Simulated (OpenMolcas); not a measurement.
**4f ions of charge +3 along the row**

| Property | Result |
| --- | --- |
| Program | OpenMolcas 26.06 |
| Method | MS-CASPT2, IPEA 0.25 Eh, imaginary shift 0.1 Eh |
| Basis | ANO-RCC-VTZP |
| Scalar Hamiltonian | DKH2, point nucleus |
| Spin-orbit coupling | state interaction with AMFI integrals over the reference wave functions, term energies averaged over their components |

Active space: the 4f shell; CASPT2 also correlates the outermost closed s and p core shells.

ζ = ±2S·A comes from the whole width of the ground multiplet by E(J) = (A/2) J(J+1), where its levels are at least 85 % pure. Energies in cm-1.

| Ion | Configuration | Lowest level | Weight (%) | g | g, pure LS | Next level | E | E measured | ζ | ζ measured |
| --- | --- | --- | --- | --- | --- | --- | --- | --- | --- | --- |
| Nd3+ | 4f³ | ⁴I°_9/2 | 97 | 0.733 | 0.727 | ⁴I°_11/2 | 2030 | 1897 | 993 | 921 |
| Pm3+ | 4f⁴ | ⁵I₄ | 97 | 0.605 | 0.599 | ⁵I₅ | 1614 |  | 1105 |  |
| Sm3+ | 4f⁵ | ⁶H°_5/2 | 96 | 0.296 | 0.284 | ⁶H°_7/2 | 1128 |  | 1276 |  |
| Eu3+ | 4f⁶ | ⁷F₀ | 93 |  |  | ⁷F₁ | 429 |  | 1584 |  |
| Tb3+ | 4f⁸ | ⁷F₆ | 96 | 1.494 | 1.501 | ⁷F₅ | 2120 | 2052 | 1681 | 1615 |
| Dy3+ | 4f⁹ | ⁶H°_15/2 | 94 | 1.326 | 1.334 | ⁶H°_13/2 | 3580 |  | 1939 |  |
| Ho3+ | 4f¹⁰ | ⁵I₈ | 94 | 1.242 | 1.251 | ⁵I₇ | 5170 |  | 2085 |  |
| Er3+ | 4f¹¹ | ⁴I°_15/2 | 97 | 1.197 | 1.200 | ⁴I°_13/2 | 6620 | 6508 |  |  |

Measured columns use the levels in the list in Arab et al., J. Quant. Spectrosc. Radiat. Transfer 229, 145 (2019) and Gaigalas et al. (2019), from Wyart et al. (2007) (Nd3+); Martin, Zalubas and Hagan, Atomic Energy Levels: The Rare-Earth Elements, NSRDS-NBS 60 (1978) (Tb3+); the list in Tchang-Brillet, Wyart, Meftah and Ait Mammar, Atoms 6, 52 (2018) (Er3+).

The computed ζ goes from 993 (Nd3+) to 2085 cm-1 (Ho3+), a factor of 2.10, rising at every step. It departs from the measured column by +4 to +8 %.

CASPT2 breaks the degeneracy within a term, and the mean is taken; among the low terms the widest spread is 950 cm-1 (4f³ ²L°, Nd3+). High states are left out of the spin-orbit mixing, which shifts the levels that they would mix with. The CASPT2 spread within a term exceeds the gap to the next term for 4f³ ⁴S° and 4f³ ⁴F°, 4f³ ⁴G° and 4f³ ²K°, 4f³ ⁴D° and 4f³ ²L°, so the order of their levels is uncertain, and so are names and mixing where such terms share a J (figures for Nd3+; the like holds for Ho3+, Er3+). Blocks of more than 70 roots (2S+1 = 2 odd) ran without multistate coupling (holds for Nd3+; Er3+). Some levels mix across a computed gap that differs much from the measured one, so their mixing is not that of the real levels (holds for Nd3+). Some terms miss by over 15 % even with CASPT2, which points to a basis or an active space too small for the shells correlated (holds for Nd3+). Blocks of more than 70 roots (2S+1 = 3 even, 1 even) ran without multistate coupling (holds for Pm3+; Ho3+). Blocks of more than 70 roots (2S+1 = 4 odd, 2 odd) ran without multistate coupling (holds for Sm3+; Dy3+). Blocks of more than 70 roots (2S+1 = 5 even, 3 even) ran without multistate coupling (holds for Eu3+; Tb3+). Terms from blocks run as CI alone lack orbitals of their own (holds for Eu3+). Computed and measured levels are paired by configuration, term and J; levels that our copy of the source lacks, or whose pairing is in doubt (as where it misses far off the trend of its configuration), stay unpaired and out of the deviations. Only configurations of the active space appear.

° marks odd parity.
